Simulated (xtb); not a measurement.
xtb input (GFN2-xTB):

```bash
xtb mol.xyz --gfn 2 --sp --chrg 0 --uhf 0
```
mol.xyz:
```
11

C      1.62575650    -1.20756751    -0.60807486
Ge    -0.00624240    -0.28282447    -0.08997148
C     -1.68045541    -1.27067718    -0.18029874
Cl     0.24472866     0.42322641     1.95390634
Cl    -0.20264837     1.48330629    -1.34740447
H      1.77467286    -2.07247314     0.03755691
H      2.46968272    -0.52865042    -0.50443326
H      1.54664476    -1.53215036    -1.64512140
H     -2.49511078    -0.62341945     0.13793940
H     -1.85566621    -1.59709439    -1.20491144
H     -1.62763811    -2.13741717     0.47776687
```

End of the output:

```
         :::::::::::::::::::::::::::::::::::::::::::::::::::::
         ::                     SUMMARY                     ::
         :::::::::::::::::::::::::::::::::::::::::::::::::::::
         :: total energy             -18.461139413416 Eh    ::
         :: gradient norm              0.033647004891 Eh/a0 ::
         :: HOMO-LUMO gap              6.280980085746 eV    ::
         ::.................................................::
         :: SCC energy               -18.582599236869 Eh    ::
         :: -> isotropic ES            0.003133035030 Eh    ::
         :: -> anisotropic ES          0.001236724256 Eh    ::
         :: -> anisotropic XC          0.005754101530 Eh    ::
         :: -> dispersion             -0.008015611926 Eh    ::
         :: repulsion energy           0.121459823453 Eh    ::
         :: add. restraining           0.000000000000 Eh    ::
         :: total charge              -0.000000000000 e     ::
         :::::::::::::::::::::::::::::::::::::::::::::::::::::

           -------------------------------------------------
          |                Property Printout                |
           -------------------------------------------------

    * Orbital Energies and Occupations

         #    Occupation            Energy/Eh            Energy/eV
      -------------------------------------------------------------
         1        2.0000           -1.0445455             -28.4235
       ...           ...                  ...                  ...
         4        2.0000           -0.6058946             -16.4872
         5        2.0000           -0.5870612             -15.9747
         6        2.0000           -0.5049252             -13.7397
         7        2.0000           -0.5026743             -13.6785
         8        2.0000           -0.4978413             -13.5470
         9        2.0000           -0.4976323             -13.5413
        10        2.0000           -0.4553570             -12.3909
        11        2.0000           -0.4545709             -12.3695
        12        2.0000           -0.4537393             -12.3469
        13        2.0000           -0.4279792             -11.6459
        14        2.0000           -0.4263566             -11.6018
        15        2.0000           -0.4210104             -11.4563
        16        2.0000           -0.4166262             -11.3370 (HOMO)
        17                         -0.1858044              -5.0560 (LUMO)
        18                         -0.1071968              -2.9170
        19                         -0.0761590              -2.0724
        20                         -0.0322752              -0.8783
        21                          0.0288098               0.7840
        22                          0.0301131               0.8194
        23                          0.0312032               0.8491
        24                          0.0312235               0.8496
        25                          0.0315290               0.8579
        26                          0.0315402               0.8583
        27                          0.0382467               1.0407
       ...                                ...                  ...
        41                          1.2010537              32.6823
      -------------------------------------------------------------
                  HL-Gap            0.2308218 Eh            6.2810 eV
             Fermi-level           -0.3012153 Eh           -8.1965 eV

     #   Z          covCN         q      C6AA      α(0)
     1   6 C        3.665    -0.149    23.674     6.978
     2  32 Ge       3.406     0.285   172.432    23.907
     3   6 C        3.665    -0.149    23.674     6.978
     4  17 Cl       0.812    -0.205   105.505    15.713
     5  17 Cl       0.812    -0.205   105.505    15.713
     6   1 H        0.925     0.068     2.105     2.269
     7   1 H        0.925     0.075     2.032     2.229
     8   1 H        0.925     0.068     2.105     2.269
     9   1 H        0.925     0.075     2.032     2.229
    10   1 H        0.925     0.068     2.105     2.269
    11   1 H        0.925     0.068     2.105     2.269

 Mol. C6AA /au·bohr⁶  :       2691.170391
 Mol. C8AA /au·bohr⁸  :     115412.936297
 Mol. α(0) /au        :         82.823686

Wiberg/Mayer (AO) data.
largest (>0.10) Wiberg bond orders for each atom

 ---------------------------------------------------------------------------
     #   Z sym  total        # sym  WBO       # sym  WBO       # sym  WBO
 ---------------------------------------------------------------------------
     1   6 C    3.994 --     6 H    0.963     8 H    0.963     7 H    0.959
                             2 Ge   0.850     3 C    0.111
     2  32 Ge   3.987 --     4 Cl   1.062     5 Cl   1.062     3 C    0.850
                             1 C    0.850
     3   6 C    3.994 --    10 H    0.963    11 H    0.963     9 H    0.959
                             2 Ge   0.850     1 C    0.111
     4  17 Cl   1.277 --     2 Ge   1.062
     5  17 Cl   1.277 --     2 Ge   1.062
     6   1 H    0.995 --     1 C    0.963
     7   1 H    0.994 --     1 C    0.959
     8   1 H    0.995 --     1 C    0.963
     9   1 H    0.994 --     3 C    0.959
    10   1 H    0.995 --     3 C    0.963
    11   1 H    0.995 --     3 C    0.963
 ---------------------------------------------------------------------------

Topologies differ in total number of bonds
Writing topology from bond orders to xtbtopo.mol

molecular dipole:
                 x           y           z       tot (Debye)
 q only:       -0.029      -1.303      -0.414
   full:       -0.030      -1.365      -0.434       3.642
molecular quadrupole (traceless):
                xx          xy          yy          xz          yz          zz
 q only:        4.625       0.326       0.256      -1.288       1.852      -4.881
  q+dip:        4.200       0.357       1.059      -1.289       2.270      -5.258
   full:        4.644       0.389       1.095      -1.415       2.456      -5.739

           -------------------------------------------------
          | TOTAL ENERGY              -18.461139413416 Eh   |
          | GRADIENT NORM               0.033647004891 Eh/α |
          | HOMO-LUMO GAP               6.280980085746 eV   |
           -------------------------------------------------
Note: The following floating-point exceptions are signalling: IEEE_UNDERFLOW_FLAG IEEE_DENORMAL
normal termination of xtb

------------------------------------------------------------------------
------------------------------------------------------------------------
 total:
 SCF:
```
